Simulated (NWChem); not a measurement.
System: SiH2OClF; SMILES O[SiH](F)Cl

NWChem printed, in part:

```
             Northwest Computational Chemistry Package (NWChem) 7.3.0
             --------------------------------------------------------

 C1  symmetry detected

                             Geometry "geometry" -> ""
                             -------------------------

 Output coordinates in angstroms (scale by  1.889725989 to convert to a.u.)

  No.       Tag          Charge          X              Y              Z
 ---- ---------------- ---------- -------------- -------------- --------------
    1 Si                  14.0000    -0.00258606     0.43283916     0.37588317
    2 O                    8.0000    -1.32163571     1.18102026    -0.23625607
    3 F                    9.0000     1.34620261     1.04206004    -0.26676681
    4 Cl                  17.0000     0.00152594    -1.56360615    -0.09637777
    5 H                    1.0000     0.01106790     0.64053401     1.83102244
    6 H                    1.0000    -1.54354187     1.05431980    -1.16401476

 Effective nuclear repulsion energy (a.u.)     228.2531837810

                                 NWChem DFT Module
                                 -----------------

 Summary of "ao basis" -> "ao basis" (spherical)
 ------------------------------------------------------------------------------
       Tag                 Description            Shells   Functions and Types
 ---------------- ------------------------------  ------  ---------------------
 Si                        def2-svpd                10       24   5s3p2d
 O                         def2-svpd                 9       23   4s3p2d
 F                         def2-svpd                 9       23   4s3p2d
 Cl                        def2-svpd                11       27   5s4p2d
 H                         def2-svpd                 4        8   2s2p

            General Information
            -------------------
          SCF calculation type: DFT
          Wavefunction type:  closed shell.
          No. of atoms     :     6
          No. of electrons :    50
           Alpha electrons :    25
            Beta electrons :    25
          Charge           :     0
          Spin multiplicity:     1
          Use of symmetry is: off; symmetry adaption is: off
          Maximum number of iterations: 150
          AO basis - number of functions:   113
                     number of shells:    47
          Convergence on energy requested:  1.00D-06
          Convergence on density requested:  1.00D-05
          Convergence on gradient requested:  5.00D-04

              XC Information
              --------------
                  TPSS metaGGA Exchange Functional  1.000
             TPSS03 metaGGA Correlation Functional  1.000

             Grid Information
             ----------------
          Grid used for XC integration:  medium
          Radial quadrature: Mura-Knowles
          Angular quadrature: Lebedev.
          Tag              B.-S. Rad. Rad. Pts. Rad. Cut. Ang. Pts.
          ---              ---------- --------- --------- ---------
          Si                  1.10       88          11.0       590
          O                   0.60       49          12.0       434
          F                   0.50       49          11.0       434
          Cl                  1.00       88          11.0       590
          H                   0.35       45          11.0       434
          Grid pruning is: on
          Number of quadrature shells:   364
          Spatial weights used:  Erf1

      Superposition of Atomic Density Guess
      -------------------------------------

 Sum of atomic energies:        -923.05854092

      Non-variational initial energy
      ------------------------------

 Total energy =    -924.023887
 1-e energy   =   -1732.552256
 2-e energy   =     580.275185
 HOMO         =      -0.434894
 LUMO         =       0.036687

     ---------------------------------------------
      Total Density - Mulliken Population Analysis
     ---------------------------------------------

    Atom       Charge   Shell Charges
 -----------   ------   -------------------------------------------------------
    1 Si  14    12.03   2.00  1.99  0.84 -0.25  0.08  5.93  0.80  0.35  0.31 -0.02
    2 O    8     8.90   1.99  1.11  0.62  0.04  3.09  1.90  0.13  0.00  0.01
    3 F    9     9.80   1.99  1.15  0.78  0.08  3.51  2.12  0.16  0.00  0.01
    4 Cl  17    17.60   2.00  1.99  1.24  0.70  0.02  5.94  2.16  3.31  0.21  0.01  0.02
    5 H    1     1.01   0.69  0.28  0.01  0.03
    6 H    1     0.66   0.55  0.06  0.06  0.01

   convergence    iter        energy       DeltaE   RMS-Dens  Diis-err
 ---------------- ----- ----------------- --------- --------- ---------
 d= 0,ls=0.0,diis     1   -925.7271651690 -1.15D+03  1.83D-02  8.65D-01
 d= 0,ls=0.0,diis     2   -925.5575701379  1.70D-01  9.80D-03  2.84D+00
 d= 0,ls=0.0,diis     3   -925.8238400609 -2.66D-01  1.94D-03  3.21D-02
 d= 0,ls=0.0,diis     4   -925.8255065289 -1.67D-03  9.49D-04  1.11D-02
 d= 0,ls=0.0,diis     5   -925.8270271983 -1.52D-03  1.48D-04  3.31D-04
  Resetting Diis
 d= 0,ls=0.0,diis     6   -925.8270726510 -4.55D-05  2.71D-05  3.87D-06
 d= 0,ls=0.0,diis     7   -925.8270731171 -4.66D-07  1.53D-05  5.78D-07
 d= 0,ls=0.0,diis     8   -925.8270730919  2.52D-08  7.73D-06  8.69D-07

         Total DFT energy =     -925.827073091898
      One electron energy =    -1734.406333372918
           Coulomb energy =      649.398920143149
    Exchange-Corr. energy =      -69.072843643110
 Nuclear repulsion energy =      228.253183780981

 Numeric. integr. density =       49.999999143182

                       DFT Final Molecular Orbital Analysis
                       ------------------------------------

[...]
```

Level: TPSS/def2-SVPD. Geometry: optimised at PBE0/def2-SVP.

Question: Write an input that gives this output.

Answer: This is not unique; one that fits is the input that was run:
```
start job
memory heap 200 mb stack 900 mb global 1100 mb
geometry units angstroms noautoz
  Si    -0.003544     0.457955     0.372475
  O     -1.288771     1.252525    -0.253010
  F      1.373614     1.030697    -0.242978
  Cl    -0.053860    -1.533213    -0.119012
  H     -0.006725     0.651713     1.829596
  H     -1.499636     1.141358    -1.185324
end
basis spherical
  * library def2-svpd
end
dft
  xc xtpss03 ctpss03
  iterations 150
  mulliken
end
task dft energy
```
